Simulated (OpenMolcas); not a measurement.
A run on Ni3+ among 6 point charges of -2 e arranged as a trigonal prism (D3h), 1.7 Å from the ion, with a polar angle of 57.0° against the regular 49.1°.

```
Program             : OpenMolcas
Method              : SS-CASPT2, IPEA 0.25 Eh, imaginary shift 0.1 Eh (closed shells correlated: 3s 3p)
Basis               : ANO-RCC-VDZP [5s4p2d1f]
Scalar Hamiltonian  : DKH2, point nucleus
Active space        : 7 electrons in 5 orbitals (3d)
State averaging     : 2S+1 = 4 even, 10 roots; 2S+1 = 2 even, 40 roots
Spin-orbit coupling : state interaction with AMFI integrals over the reference wave functions
```

First CASPT2 step and the start of its output:

```
&CASPT2
Multistate=10 1 2 3 4 5 6 7 8 9 10
NoMult
Frozen=5
IPEA=0.25
Imaginary=0.1
MaxIter=60
WThr=0.0 0.3 0.05
PrWF=0.5
NoMix
```

```
--- CASPT2 ---
Orbital specifications:
      -----------------------

      Symmetry species                           1
                                                 a
      Frozen orbitals                            5
      Inactive orbitals                          4
      Active orbitals                            5
      Secondary orbitals                        20
      Deleted orbitals                           0
      Number of basis functions                 34
Type of calculation                        SS-CASPT2
      Fock operator                              state-specific
      IPEA shift                                 0.25
      Real shift                                 0.00
      Imaginary shift                            0.10
      The input orbitals will be transformed to quasi-canonical
Reference energy:       -1528.2092266621
      E2 (Non-variational):      -0.5036605374
      Shift correction:          -0.0117185050
      E2 (Variational):          -0.5153790424
      Total energy:           -1528.7246057045
      Residual norm:              0.0000004908
      Reference weight:           0.72387
      Contributions to the CASPT2 correlation energy
      Active & Virtual Only:         -0.2671234838
      One Inactive Excited:          -0.1719717499
      Two Inactive Excited:          -0.0645653037
Reference energy:       -1528.2092265974
      E2 (Non-variational):      -0.5036610925
      Shift correction:          -0.0117177052
      E2 (Variational):          -0.5153787977
      Total energy:           -1528.7246053951
      Residual norm:              0.0000004912
      Reference weight:           0.72387
      Contributions to the CASPT2 correlation energy
      Active & Virtual Only:         -0.2671238052
...
```

Over all roots the printed reference weights run from 0.00 to 0.93, and roots that are degenerate in the reference spread by up to 8500 cm-1.

Question: Did the run give usable levels, and if not, why?

Answer: No. The equations converged, but the reference weight falls to 0.00 for at least one root against 0.93 for the best. A drop of that size marks an intruder state, so the energies of such roots and the levels built on them can't be trusted.
